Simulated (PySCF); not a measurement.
A structure optimised at PBE0-D3(BJ)/def2-SVP, used in a PySCF frequency run:

```
Sn
O 1 1.9569
H 2 0.9668 1 110.41
O 1 1.9642 2 105.98 3 27.14
H 4 0.9658 1 112.46 2 -164.54
Cl 1 2.3328 2 111.66 3 -90.89
Br 1 2.4567 2 108.62 3 149.48
```
Charge 0, spin multiplicity 1.

Question: Write its SMILES and formula.

Answer: [OH][Sn]([OH])([Cl])[Br], BrClH2O2Sn

Question: What are its rotational constants (standard atomic weights)?

Answer: 1.8836, 0.93371, 0.79190 GHz
